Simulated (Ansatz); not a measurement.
The cluster Be3S2, relaxed as a singlet with RKS r2SCAN-D4/def2-TZVP in Ansatz, starting from the GFN1-xTB geometry. Force threshold 0.02 eV/Å.

The structure comes from a short search, and lower isomers may exist.

Start:

```xyz
5

Be   -0.1033   -1.4735   -0.3198
Be   -0.4138    1.0496   -0.3916
Be    0.8941   -0.5545    1.0816
S     0.7611    1.3491    1.1145
S    -1.1381   -0.3707   -1.4847
```

| step | energy (eV) | largest force component (eV/Å) | SCF passes |
| --- | --- | --- | --- |
| 1 | -22876.1476 | 1.354 | 18 |
| 2 | -22876.4274 | 0.580 | 20 |
| 3 | -22876.4658 | 0.152 | 21 |
| 4 | -22876.4671 | 0.093 | 23 |
| 5 | -22876.4677 | 0.004 | 24 |

Force components are those of the run's own axes.

End:

| atom | x (Å) | y (Å) | z (Å) |
| --- | --- | --- | --- |
| Be1 | -0.165 | -1.418 | -0.378 |
| Be2 | -0.308 | 0.788 | -0.296 |
| Be3 | 0.897 | -0.454 | 1.083 |
| S4 | 0.780 | 1.443 | 1.162 |
| S5 | -1.204 | -0.359 | -1.570 |

By distances, no bond broke or formed. The bond that changes most is Be1–Be3, from 1.95 to 2.05 Å (atoms count from 1).

No frequencies were taken in this run, so the end may be a saddle point.

It took 6.5 s on 4 threads of Arm Neoverse V2 on a shared host.
